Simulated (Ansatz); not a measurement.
Gas-phase electronic energies from Ansatz, PBE0-D4/def2-TZVP geometries. CCSD(T)/CBS adds triple-zeta CCSD(T) − MP2 to the extrapolated MP2 energy (def2 sets, frozen cores). Functionals use def2-TZVPP. B3LYP here is the variant with VWN-RPA as its local correlation; programs differ in this. Open shells (•) are unrestricted, without spin–orbit coupling. For Ge outer-core shells are correlated without core-valence functions, which leaves a few kJ/mol of doubt a bond. Scalar relativity is left out up to krypton. Each species was taken in one conformer, which may not be the lowest.

Reaction (homolysis of the Ge–Si bond): `O[Si](O)(Cl)[GeH2][Cl]` → `[Cl][GeH2]`• + `O[Si](O)Cl`•

```tsv
level	ΔE (eV)	difference from CCSD(T)/CBS
PBE-D4	3.17	-0.32
r2SCAN-D4	3.11	-0.38
PBE0-D4	3.27	-0.22
B3LYP-D4	3.20	-0.29
ωB97X-V	3.45	-0.04
ωB97M-V	3.38	-0.11
B2PLYP	3.18	-0.31
PBE	3.03	-0.46
r2SCAN	3.07	-0.42
PBE0	3.14	-0.35
B3LYP	2.98	-0.51
HF/def2-TZVPP	2.45	-1.04
MP2/def2-TZVPP	3.43	-0.06
SCS-MP2/def2-TZVPP	3.41	-0.08
CCSD/def2-TZVPP	3.32	-0.17
CCSD(T)/def2-TZVPP	3.38	-0.11
HF/def2-QZVPP	2.42	-1.07
MP2/def2-QZVPP	3.48	-0.01
SCS-MP2/def2-QZVPP	3.47	-0.02
HF/CBS(def2)	2.42	-1.07
MP2/CBS(def2)	3.53	0.04
CCSD/CBS(def2)	3.42	-0.07
CCSD(T)/CBS	3.49	0
```

Largest T1 diagnostic among the species: 0.014.

The D4 term adds +0.22 eV with B3LYP and +0.12 eV with PBE0; it sums over pairs of atoms, weighted by their polarisabilities, and B3LYP, whose exchange is more repulsive, gets the larger term. From PBE to PBE0 (25 % exact exchange), in def2-TZVPP and without D4, ΔE moves by +0.11 eV.
